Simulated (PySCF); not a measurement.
Compound: C8H10.
Atom-mapped SMILES: `[CH2:1]=[CH:2][C@@H:3]1[C@@H:4]2[CH2:5][C@H:6]3[C@@H:7]2[C@@H:8]13` (hydrogens: H9, H10 on C1; H11 on C2; H12 on C3; H13 on C4; H14, H15 on C5; H16 on C6; H17 on C7; H18 on C8)

Cartesian coordinates in Å at the PBE0-D3(BJ)/def2-SVP level; atoms count from 1:
```
atom  x, y, z in Å
C1     2.896   -0.252   -0.314
C2     1.616   -0.489   -0.018
C3     0.468    0.307   -0.536
C4    -0.524    1.003    0.442
C5    -1.088   -0.124    1.329
C6    -1.728   -0.656    0.059
C7    -1.671    0.700   -0.587
C8    -0.769   -0.382   -1.100
H9     3.703   -0.867    0.092
H10    3.184    0.570   -0.980
H11    1.373   -1.329    0.644
H12    0.823    1.057   -1.261
H13   -0.265    1.980    0.868
H14   -1.855    0.268    2.013
H15   -0.381   -0.752    1.897
H16   -2.515   -1.406   -0.040
H17   -2.432    1.311   -1.071
H18   -0.853   -0.937   -2.037
```

All values: CAM-B3LYP/def2-SVPD (PySCF, non-relativistic), on one gas-phase PBE0-D3(BJ)/def2-SVP geometry that isn't relaxed in the solvent. The solvent is an IEF-PCM continuum (Bondi radii, 1.10 Å for H, scaled by 1.2). Only the electrostatic response of the medium enters.

Gas phase at CAM-B3LYP/def2-SVPD: HOMO -8.61 eV, LUMO 1.24 eV, dipole 0.56 D.

Q: What does the continuum do to the energy, the frontier levels and the dipole at CAM-B3LYP/def2-SVPD in acetonitrile and water?

A: 
```tsv
solvent	ε	E(solvent) − E(gas) (kcal/mol)	polarisation term (kcal/mol)	distortion of the solute (kcal/mol)	HOMO (eV)	LUMO (eV)	dipole (D)
acetonitrile	35.69	-1.96	-2.11	0.15	-8.59	1.22	0.71
water	78.36	-2.01	-2.17	0.16	-8.59	1.22	0.72
```

The polarisation term is half the interaction of the solute with the surface charges that it induces; the rest is the cost of distorting the solute's density. The sum is the electrostatic part of solvation alone. The atom shares or the degeneracy of the HOMO differ from the gas phase in acetonitrile and water, so that column needn't follow one orbital. From acetonitrile to water the lowering changes by a factor 1.03, Onsager's factor (ε − 1)/(2ε + 1) by 1.02 and ε itself by 2.2.

Q: Give the dipole vector in the frame of the coordinates (D, pointing from negative to positive charge), gas and water.

A: Gas (-0.53, 0.18, -0.10), solvent (-0.67, 0.25, -0.11). Its length changes by +27 % and its direction by 2°.

Q: How does the static polarisability (CAM-B3LYP/def2-SVPD, frozen core, with the continuum's full static response) change?

A: 
```
      medium  isotropic (au)  principal values (au)  ⟨r²⟩ of the electrons (bohr²)
         gas            86.3      74.0, 78.3, 106.5                          912.1
acetonitrile           118.2    104.1, 109.7, 140.8                          911.5
       water           119.3    105.2, 110.8, 141.8                          911.5
```

The isotropic value in water is 1.38 times the gas-phase one; no cavity-field correction is applied. ⟨r²⟩ is taken about the centre of nuclear charge.
